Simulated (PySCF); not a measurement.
**Structure elucidation problem**

Molecular formula: C$_{3}$H$_{13}$FSi$_{4}$. Simulated spectra:

1H NMR (400 MHz, computed): δ 5.88 (m, 1H), 3.84 (m, 1H), 3.45 (d, 6H), 2.14 (m, 2H), 1.96 (m, 1H), 1.48 (m, 2H).

13C{1H} NMR (computed): δ 32.3 (CH2), 15.1 (CH).

Calculated, not measured (PySCF 2.14): NMR shieldings at PBE0/pcSseg-1/GIAO, GFN2-xTB geometry. Relativity neglected, no solvent model, equivalent nuclei averaged, a single conformation.

Shifts are taken against calculated references (same method and geometry level): TMS for 1H (σref 31.72) and 13C (σref 186.93).

Q: Propose a structure and justify it.

A: 
1. Rings plus π bonds: 1 (1 ring in the answer).
2. 2 carbon signals for 3 carbons: some carbons are equivalent by symmetry or fast rotation.
3. Carbon types of the structure: 1 × CH, 2 × CH2, leaving 8 H on heteroatoms.
4. δC 32.3: sp3 CH2 bonded to Si.
5. δC 15.1: sp3 CH bonded to Si.
6. δH 5.88: hydrogen on a silicon bonded to 2 C, F, in a 4-membered ring.
7. δH 3.84: hydrogen on a silicon bonded to C, 2 Si.
8. δH 3.45: hydrogen on a silicon bonded to Si.
9. δH 2.14, 1.48: hydrogen on an sp3 CH2 bonded to Si.
10. δH 1.96: hydrogen on an sp3 CH bonded to Si.

The compound is SMILES F[Si@H]1C[C@H]([SiH]([SiH3])[SiH3])C1.

The data come from this structure; uniqueness wasn't tested.

Splittings by 19F in the carbon and heteronuclear signals aren't shown, as no couplings were computed. Shifts are as computed. Against solution values, carbons near 30 ppm lie about +3 ppm off and those near 130 ppm about +5 ppm. Of 1211 compounds with measured shifts, 218 miss one by over three times the rms of a fit or turn the order of signals round; such compounds aren't used in these exercises. No couplings were computed; multiplicities are counted from neighbouring protons, with m where these are inequivalent, close in shift, in a saturated or five-membered ring or joined by F or P, and br s for small geminal =CH2 splittings.
